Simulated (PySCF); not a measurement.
**CuF⁻: energy against distance**

Set-up: Cu def2-TZVPPD, F def2-TZVPPD; no relativity (PySCF 2.14). Energies in eV from Cu (3d10 4s1) + F⁻ in their ground configurations at the same level. State: ²Σ⁺ (doublet), unpaired electrons σ ↑.

| R (Å) | BLYP | r²SCAN |
| --- | --- | --- |
| 1.606 | -1.190 | -1.770 |
| 1.680 | -1.578 | -2.103 |
| 1.755 | -1.786 | -2.262 |
| 1.811 | -1.861 | -2.303 |
| 1.867 | -1.889 | -2.298 |
| 1.923 | -1.881 | -2.261 |
| 1.998 | -1.835 | -2.178 |
| 2.091 | -1.740 | -2.042 |
| 2.203 | -1.600 | -1.859 |
| 2.352 | -1.403 | -1.613 |

Put a parabola through the three lowest points of the BLYP curve and estimate Re, k and ωe (reduced mass 14.59 u; 1 eV/Å² = 0.16022 mdyn/Å; ωe = 1302.8·√(k/μ) cm⁻¹).

Through R = 1.811, 1.867, 1.923 Å the second-order coefficient is 5.74 eV/Å², so Re ≈ 1.883 Å, k ≈ 1.84 mdyn/Å and ωe ≈ 463 cm⁻¹. A polynomial fit of higher order to the unrounded BLYP energies gives Re = 1.881 Å, k = 1.62 mdyn/Å, ωe = 434 cm⁻¹; anharmonicity and rounding make the difference.

The higher-order fit for each curve: BLYP: Re = 1.881 Å, ωe = 434 cm⁻¹, De = 1.89 eV; r²SCAN: Re = 1.832 Å, ωe = 488 cm⁻¹, De = 2.31 eV.

For an ion De counts to the pair picked by the measured ionisation energies or electron affinities, which need not be the lowest pair at this level. The highest Kohn–Sham level is positive in this anion. Much of that is self-interaction error, but it also means that the finite basis helps to hold the extra electron. The state is the lowest single determinant that the PBE0 search found; with open d or f shells the true ground state can be another one.
